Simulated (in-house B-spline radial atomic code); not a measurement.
Cu⁺. Computed with a B-spline radial atomic code. Model: non-relativistic spherical atom: semilocal Troullier-Martins pseudo-atom, one channel per l, against all electrons, high spin, G0W0 and RPA with empty states to l = 8, local potential for every l without a channel, a model core (radius 0 = none) keeps its share of the functional.

The core holds an angular momentum without a channel of its own, so the local potential lets valence electrons into it.

What the tables leave out is listed at the end.

The pseudopotential gives back the lowest level of each angular momentum of its own functional in the configuration it was made in; a second state of the same l is only approximately right. Exact exchange, RPA and GW see the smooth pseudo-orbitals and miss the exchange with the core, for which the functional's share stands in. The column with an uncorrelated core keeps all orbitals and exact exchange, and so separates missing core correlation from pseudisation. Only the three outermost levels and the lowest empty one were computed. RPA here is direct RPA, with no exchange kernel, and its energies carry an (l + 1/2)⁻⁴ tail. A hybrid on a potential with a model core restores only its own semilocal share of the core's exchange.

Command:
```bash
python run_psgw.py task.json out
```
Settings (lengths in bohr, energies in hartree):
```
Z                      29
electrons              28
configuration          [Ar] 3d10
generated_in           [Ar] 3d10 4s1
functional             pbe,pbe
core_shells            5
radius_factor          1.3
core_correction        True
```

Time taken, with all properties: 17 s on 1 thread of Intel(R) Xeon(R) Platinum 8259CL CPU @ 2.50GHz (Skylake/Cascade Lake), with other jobs on the host.

Given: made with PBE; model core radius 0.389 bohr; local radius 2.456 bohr; mean-field start PBE0.

Valence shells of the generating configuration: 3d, 4s.

Channel: s 3.023, d 2.356 (radii in bohr).

Computed: largest level miss in the spin-unpolarised generating configuration 0 eV; valence RPA correlation energy all-electron orbitals -0.64241 hartree; all-electron RPA polarisability, core included 5.349 bohr³; pseudo-atom RPA polarisability 7.3159 bohr³.

```tsv
level	occupied	mean-field all-electron (eV)	mean-field pseudo minus all (eV)	G0W0 all-electron (eV)	G0W0 uncorrelated core minus all (eV)	G0W0 pseudo minus all (eV)	exchange self-energy all-electron (eV)	exchange self-energy pseudo (eV)
3d	1	-15.954	0.87	-20.396	-0.054	3.306	-46.522	-26.394
4s (empty)	0	-10.169	-0.435	-7.6212	-0.017	-1.289	-2.6749	-2.6412
```

(1) What is the valence RPA correlation energy pseudo?

Results:

(1) -0.88893 hartree.

Among the listed levels the largest G0W0 shift of the pseudo-atom is +3.31 eV, for 3d on the PBE0 start, while leaving the core uncorrelated moves that level by -0.05 eV. So pseudisation and the lost core exchange, not the missing core correlation, make the error. Not in the tables (levels of low weight, unsolved or above zero; the highest and the empty levels are kept at any weight): on PBE, a start not tabulated, the G0W0 levels 3d (pseudo minus all +3.96 eV, weights 0.41 and 0.74), 4s (pseudo minus all -1.04 eV, weights 0.85 and 0.93); no Hartree-Fock pseudo-atom is run with a model core.
